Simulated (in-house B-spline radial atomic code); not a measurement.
# The copper ion Cu⁺: [Ne] 3s2 3p5 3d10 7d1 (an excited or competing configuration)

Method: Dirac-Hartree-Fock, average of configuration, Fermi nucleus of rms radius 3.8823 fm. Calculated with a B-spline radial code for spherical atoms.

Z_r = [3n² - l(l+1)]/(2<r>); Z_e = n√(-2ε); the last column is Slater's effective charge. Values are occupation-weighted means over j.

```tsv
shell	electrons	ε (eV)	<r> (bohr)	Z_r	Z_e	Slater
1s	2	-9083.2	0.0521	28.79	25.84	28.70
2s	2	-1161.9	0.2338	25.67	18.48	24.85
2p	6	-1002.6	0.2063	24.24	17.17	24.85
3s	2	-164.75	0.7096	19.02	10.44	18.10
3p	5	-118.39	0.7437	16.81	8.85	18.10
3d	10	-38.687	0.8994	11.67	5.06	8.85
7d	1	-1.4686	26.35	2.68	2.30	2.00
```

The least bound orbital is 7d5/2 at -1.468 eV, and it is also the most diffuse (<r> = 26.36 bohr). The part-filled 3p shell lies below the filled 3d shell in orbital energy.

Spin-orbit splittings of the orbital energies (j = l + 1/2 above j = l - 1/2 when positive): 2p 20.81 eV, 3p 2.77 eV, 3d 0.3546 eV, 7d 0.0008245 eV.

For the 1s electron the small component carries 1.09 % of the norm, the zero-frequency Breit interaction raises the level by 11.78 eV, self-energy by 5.993 eV, and vacuum polarisation lowers it by 0.5443 eV.
